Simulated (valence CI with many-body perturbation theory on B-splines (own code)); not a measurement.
**Forbidden lines of Te12+**

Method: valence CI with perturbative core correlation (CI+MBPT): four valence electrons over a frozen Dirac-Fock core [Kr], radial functions for each j: 7 s, 7 p, 8 d, 6 f, 4 g, 1 h, with the one-electron correlation potential Σ1, the two-electron term Σ2, the three-electron term Σ3, Breit, model QED; selected CI, second order for the rest, scaled by the run's own slope (own B-spline code, finite nucleus).

No measured spectrum was set against this ion. As an estimate, terms of the open shell hold to 2 to 4 % of their energy, and close levels can change places. Excitations out of the core, of the other parity, are not computed and may begin above about 57.5 eV (a cautious bound); beyond it only levels of the ground parity were kept, without lifetimes.

Lines 51 to 100 of 120 in falling wavelength, among levels below 463620 cm⁻¹, chosen from the decays that carry over 1 % of a level's rate. Wavelengths and rates use the calculated energies, so an error of 2000 cm⁻¹ moves a line at 442.8 nm by 8.9 % and its rate by three times that or more. S is in atomic units (e²a₀⁴ for E2 and M2, e²a₀⁶ for E3), for M1 in squared Bohr magnetons. Weak lines are less certain than strong ones. Lines between different terms over intervals too small for the method are left out, as are lines whose strength nearly cancels. Where a level lies close to another of its J and parity, the split of strength between their lines is uncertain.

Names give the largest LS component (configuration and term), which can be under half, so a name can repeat, a term be missing and a line seem to break the LS rules; names also repeat where a configuration has a term twice. Letters in brackets count levels of one name in rising energy.

| λ vac (nm) | Upper | Lower | Type | A (s⁻¹) | S (a.u.) |
| --- | --- | --- | --- | --- | --- |
| 442.8 | 4d⁴ ³H_5 | 4d⁴ ⁵D_4 | M1 | 4.87e+00 | 1.72e-01 |
| 423.4 | 4d⁴ ¹G_4 [a] | 4d⁴ ³G_4 | M1 | 4.06e+01 | 1.03e+00 |
| 411.7 | 4d⁴ ¹D_2 [a] | 4d⁴ ³P_2 [a] | M1 | 2.39e+01 | 3.09e-01 |
| 395.2 | 4d⁴ ³P_2 [c] | 4d⁴ ³P_2 [b] | M1 | 3.31e+01 | 3.79e-01 |
| 393.2 | 4d⁴ ¹F_3 | 4d⁴ ³F_3 [a] | M1 | 3.56e+00 | 5.61e-02 |
| 390.0 | 4d⁴ ³G_5 | 4d⁴ ³H_4 | M1 | 8.57e-01 | 2.07e-02 |
| 386.6 | 4d⁴ ³G_3 | 4d⁴ ⁵D_3 | M1 | 4.42e+01 | 6.62e-01 |
| 373.0 | 4d⁴ ³P_0 [a] | 4d⁴ ⁵D_1 | M1 | 2.91e+02 | 5.60e-01 |
| 362.6 | 4d⁴ ¹F_3 | 4d⁴ ³F_4 [a] | M1 | 7.85e+00 | 9.71e-02 |
| 359.6 | 4d⁴ ¹F_3 | 4d⁴ ³P_2 [a] | M1 | 2.24e+01 | 2.70e-01 |
| 353.8 | 4d⁴ ³F_2 [a] | 4d⁴ ⁵D_3 | M1 | 1.70e+00 | 1.40e-02 |
| 331.8 | 4d⁴ ³G_4 | 4d⁴ ⁵D_4 | M1 | 2.77e+01 | 3.37e-01 |
| 328.8 | 4d⁴ ³G_3 | 4d⁴ ⁵D_2 | M1 | 2.46e+01 | 2.27e-01 |
| 327.5 | 4d⁴ ³F_2 [b] | 4d⁴ ³D_1 | M1 | 4.17e+01 | 2.71e-01 |
| 321.2 | 4d⁴ ¹F_3 | 4d⁴ ³G_4 | M1 | 1.54e+01 | 1.32e-01 |
| 320.8 | 4d⁴ ¹G_4 [a] | 4d⁴ ³H_5 | M1 | 1.73e+01 | 1.91e-01 |
| 316.1 | 4d⁴ ¹S_0 [a] | 4d⁴ ³P_1 [a] | M1 | 2.62e+02 | 3.07e-01 |
| 315.2 | 4d⁴ ¹G_4 [a] | 4d⁴ ³G_3 | M1 | 3.73e+00 | 3.90e-02 |
| 313.8 | 4d⁴ ³F_2 [b] | 4d⁴ ³P_2 [b] | M1 | 4.09e+01 | 2.34e-01 |
| 311.2 | 4d⁴ ³D_1 | 4d⁴ ³P_0 [a] | M1 | 7.42e+01 | 2.49e-01 |
| 306.7 | 4d⁴ ³F_4 [b] | 4d⁴ ³G_5 | M1 | 3.20e+01 | 3.08e-01 |
| 305.6 | 4d⁴ ³P_1 [a] | 4d⁴ ⁵D_2 | M1 | 1.83e+02 | 5.80e-01 |
| 304.8 | 4d⁴ ³F_2 [a] | 4d⁴ ⁵D_2 | M1 | 5.13e+01 | 2.69e-01 |
| 300.1 | 4d⁴ ¹D_2 [a] | 4d⁴ ³F_2 [a] | M1 | 1.86e+01 | 9.34e-02 |
| 299.3 | 4d⁴ ¹D_2 [a] | 4d⁴ ³P_1 [a] | M1 | 1.84e+01 | 9.14e-02 |
| 296.8 | 4d⁴ ³F_4 [a] | 4d⁴ ⁵D_4 | M1 | 4.14e+01 | 3.61e-01 |
| 294.4 | 4d⁴ ³G_4 | 4d⁴ ⁵D_3 | M1 | 8.42e+00 | 7.16e-02 |
| 290.3 | 4d⁴ ³F_4 [b] | 4d⁴ ³D_3 | M1 | 7.79e+01 | 6.36e-01 |
| 279.9 | 4d⁴ ¹D_2 [a] | 4d⁴ ³G_3 | M1 | 4.88e+01 | 1.98e-01 |
| 279.0 | 4d⁴ ³F_3 [a] | 4d⁴ ⁵D_4 | M1 | 3.66e+01 | 2.06e-01 |
| 269.9 | 4d⁴ ³F_2 [b] | 4d⁴ ³D_3 | M1 | 6.41e+00 | 2.34e-02 |
| 268.1 | 4d⁴ ³P_2 [a] | 4d⁴ ⁵D_3 | M1 | 1.57e+01 | 5.61e-02 |
| 266.4 | 4d⁴ ³F_4 [a] | 4d⁴ ⁵D_3 | M1 | 2.88e+01 | 1.82e-01 |
| 266.3 | 4d⁴ ³F_4 [b] | 4d⁴ ³F_3 [a] | M1 | 1.20e+01 | 7.59e-02 |
| 263.8 | 4d⁴ ³F_2 [a] | 4d⁴ ⁵D_1 | M1 | 5.37e+01 | 1.83e-01 |
| 259.0 | 4d⁴ ¹G_4 [a] | 4d⁴ ³H_4 | M1 | 1.10e+01 | 6.36e-02 |
| 256.8 | 4d⁴ ³D_3 | 4d⁴ ⁵D_4 | M1 | 2.91e+01 | 1.28e-01 |
| 254.8 | 4d⁴ ¹F_3 | 4d⁴ ³G_3 | M1 | 2.69e+01 | 1.16e-01 |
| 252.1 | 4d⁴ ³F_3 [a] | 4d⁴ ⁵D_3 | M1 | 2.09e+01 | 8.67e-02 |
| 251.9 | 4d⁴ ³F_4 [b] | 4d⁴ ³F_4 [a] | M1 | 2.40e+01 | 1.28e-01 |
| 249.0 | 4d⁴ ³F_2 [b] | 4d⁴ ³F_3 [a] | M1 | 1.12e+02 | 3.21e-01 |
| 245.2 | 4d⁴ ³G_5 | 4d⁴ ⁵D_4 | M1 | 4.96e+00 | 2.98e-02 |
| 235.1 | 4d⁴ ³F_2 [b] | 4d⁴ ³P_2 [a] | M1 | 1.50e+01 | 3.61e-02 |
| 233.8 | 4d⁴ ³D_3 | 4d⁴ ⁵D_3 | M1 | 3.49e+01 | 1.16e-01 |
| 231.2 | 4d⁴ ³F_4 [b] | 4d⁴ ³G_4 | M1 | 9.66e+01 | 3.98e-01 |
| 226.1 | 4d⁴ ³F_3 [a] | 4d⁴ ⁵D_2 | M1 | 4.56e+00 | 1.37e-02 |
| 221.8 | 4d⁴ ³P_2 [c] | 4d⁴ ³P_1 [a] | M1 | 3.20e+01 | 6.47e-02 |
| 216.8 | 4d⁴ ¹F_3 | 4d⁴ ³H_4 | M1 | 1.98e+01 | 5.23e-02 |
| 213.0 | 4d⁴ ³P_2 [a] | 4d⁴ ⁵D_1 | M1 | 1.08e+01 | 1.94e-02 |
| 211.3 | 4d⁴ ³D_3 | 4d⁴ ⁵D_2 | M1 | 5.28e+01 | 1.29e-01 |
